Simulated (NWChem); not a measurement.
# Atomisation of CF2

```xyz
3

F      1.1468     0.0000    -0.1647
C      0.0000     0.0000     0.4940
F     -1.1468     0.0000    -0.1647
```
Charge 0, spin multiplicity 3.

The numbers come from NWChem runs, not from measurements. Structure: optimised with UPBE/def2-SVP, a minimum by its harmonic frequencies.

Basis set: def2-TZVP. The atomisation energy is electronic alone: no zero-point, thermal, spin-orbit or counterpoise terms. No value is extrapolated to the basis-set limit. Free atoms are single determinants with multiplicities F 2, C 3.

B3LYP has NWChem's definition, with VWN1-RPA local correlation. This spin state was chosen for the runs; another may lie lower. The structure started from a generated list of species. The unpaired electrons of the parent sit in orbitals of symmetry a1 and b2 (C2v labels of the run); other states weren't searched. The stability of the SCF solutions was not checked.

Q: One of these methods gave an atomisation energy of 269.0 kcal/mol. Which?
A) B3LYP
B) PBE
C) LDA (SVWN5)
D) BHandHLYP

A: C, LDA (SVWN5). The others give 225.5 (PBE), 183.3 (BHandHLYP), 202.9 (B3LYP).
